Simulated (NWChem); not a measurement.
# CaO; SMILES [Ca]=[O]

```xyz
2

Ca     0.0000     0.0000    -0.6226
O      0.0000     0.0000     1.4135
```
Atoms are numbered in this order, from 1.

Computed with NWChem. Coordinates come from a B3LYP/6-31G* (spherical d) optimisation. Vzz is the largest principal value of the second derivative of the potential at the nucleus (NWChem prints the opposite sign); η is the asymmetry. Non-relativistic.

**Question.** Predict the results for CAM-B3LYP/def2-SVP. Quantities: Vzz Ca1 (a.u.); η Ca1; Vzz O2 (a.u.); η O2.

**Answer.** The vzz Ca1 (a.u.) comes out as -0.037. The η Ca1 is 0.00. The vzz O2 (a.u.) is 0.086 and the η O2 comes out as 0.00.
